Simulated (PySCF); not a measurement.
Species: 3-sulfolene, C4H6O2S.
Numbering: `[O:1]=[S:2]1(=[O:3])[CH2:4][CH:5]=[CH:6][CH2:7]1` (hydrogens: H8, H9 on C4; H10 on C5; H11 on C6; H12, H13 on C7)

The same species was optimised twice, with GFN2-xTB and with PBE0-D3(BJ)/def2-SVP (PySCF), and the same property calculations (PySCF, gas phase) were run on both structures.

```
  coordinate  GFN2-xTB  PBE0-D3(BJ)/def2-SVP  change
   O1=S2 (Å)     1.434                 1.458  +0.024
   S2=O3 (Å)     1.436                 1.457  +0.021
   S2–C4 (Å)     1.836                 1.822  -0.014
   S2–C7 (Å)     1.836                 1.822  -0.014
   C6–C7 (Å)     1.481                 1.493  +0.012
   C4–C5 (Å)     1.481                 1.493  +0.012
   C5=C6 (Å)     1.327                 1.339  +0.012
O1–S2–O3 (°)     117.5                 121.1    +3.6
S2–C7–C6 (°)     101.0                 103.6    +2.6
S2–C4–C5 (°)     101.0                 103.6    +2.6
O1–S2–C4 (°)     110.0                 107.9    -2.1
O1–S2–C7 (°)     109.8                 107.9    -1.9
C5–C6–C7 (°)     117.5                 116.6    -0.9
C4–C5–C6 (°)     117.5                 116.7    -0.8
O3–S2–C7 (°)     111.3                 111.0    -0.3
```

Rotational constants: A = 4054, B = 2174, C = 2001 MHz (GFN2-xTB) against A = 3986, B = 2130, C = 1984 MHz (PBE0-D3(BJ)/def2-SVP). Point groups within 0.08 Å: Cs and Cs.

On the GFN2-xTB structure: lowest singlet, TDDFT (eV) 6.82 [wB97X-D/def2-SVPD]; lowest triplet, Tamm–Dancoff (eV) 4.45 [wB97X-D/def2-SVPD]; isotropic polarisability (au) 68.2 [wB97X-D/def2-SVPD]; HOMO (eV) -10.08 [wB97X-D/def2-SVPD]; LUMO (eV) 1.14 [wB97X-D/def2-SVPD]; dipole (D) 5.03 [wB97X-D/def2-SVPD]; HOMO (eV) -8.20 [PBE0/pcSseg-1]; LUMO (eV) -0.59 [PBE0/pcSseg-1]; dipole (D) 4.74 [PBE0/pcSseg-1]; GIAO shielding of O1/O3 (mean) (ppm) 101.3 [PBE0/pcSseg-1]; GIAO shielding of S2 (ppm) 152.1 [PBE0/pcSseg-1]; GIAO shielding of C4/C7 (mean) (ppm) 125.7 [PBE0/pcSseg-1]; GIAO shielding of C5/C6 (mean) (ppm) 53.1 [PBE0/pcSseg-1].

Problem. What do these properties become on the PBE0-D3(BJ)/def2-SVP structure?

Solution. 
| property | level | on GFN2-xTB | on PBE0-D3(BJ)/def2-SVP | change |
| --- | --- | --- | --- | --- |
| lowest singlet, TDDFT (eV) | wB97X-D/def2-SVPD | 6.82 | 6.83 | +0.01 |
| lowest triplet, Tamm–Dancoff (eV) | wB97X-D/def2-SVPD | 4.45 | 4.36 | -0.09 |
| isotropic polarisability (au) | wB97X-D/def2-SVPD | 68.2 | 69.4 | +1.2 |
| HOMO (eV) | wB97X-D/def2-SVPD | -10.08 | -10.07 | +0.01 |
| LUMO (eV) | wB97X-D/def2-SVPD | 1.14 | 1.12 | -0.02 |
| dipole (D) | wB97X-D/def2-SVPD | 5.03 | 4.99 | -0.04 |
| energy, GFN2-xTB geometry as zero (kcal/mol) | wB97X-D/def2-SVPD | 0.0 | -3.1 | -3.1 |
| HOMO (eV) | PBE0/pcSseg-1 | -8.20 | -8.19 | +0.01 |
| LUMO (eV) | PBE0/pcSseg-1 | -0.59 | -0.62 | -0.03 |
| dipole (D) | PBE0/pcSseg-1 | 4.74 | 4.71 | -0.03 |
| energy, GFN2-xTB geometry as zero (kcal/mol) | PBE0/pcSseg-1 | 0.0 | -3.0 | -3.0 |
| GIAO shielding of O1/O3 (mean) (ppm) | PBE0/pcSseg-1 | 101.3 | 91.4 | -9.9 |
| GIAO shielding of S2 (ppm) | PBE0/pcSseg-1 | 152.1 | 155.4 | +3.3 |
| GIAO shielding of C4/C7 (mean) (ppm) | PBE0/pcSseg-1 | 125.7 | 122.5 | -3.2 |
| GIAO shielding of C5/C6 (mean) (ppm) | PBE0/pcSseg-1 | 53.1 | 50.4 | -2.7 |

The heavy atoms differ by 0.051 Å rms after alignment. Among bonds between heavy atoms O1=S2 changes most (+0.024 Å). Changes are differences of the printed values. Neither structure is proved a minimum here.

The pairwise dispersion term of wB97X-D wasn't added to the energies; at a given geometry it leaves orbitals and properties as they are.
